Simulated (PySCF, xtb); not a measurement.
Cl₂FHNTa, SMILES [Ta](=[NH])([Cl])([F])[Cl], multiplicity 1.

Harmonic wavenumbers (cm⁻¹) from GFN2-xTB in xtb 6.7.1 at its own minimum, in rising order: 105, 111, 113, 124, 146, 319, 333, 349, 624, 631, 922, 3467.

Q: What does PBE-D3(BJ)/def2-SVP (PySCF 2.14.0) give at its own minimum? (An estimate is asked for; the answer gives what the named calculation found.)

A: 97, 136, 136, 202, 236, 385, 397, 529, 567, 674, 986, 3577. Paired by order, the mean absolute difference is 67 cm⁻¹ and the zero-point energies are 10.4 and 11.3 kcal/mol.
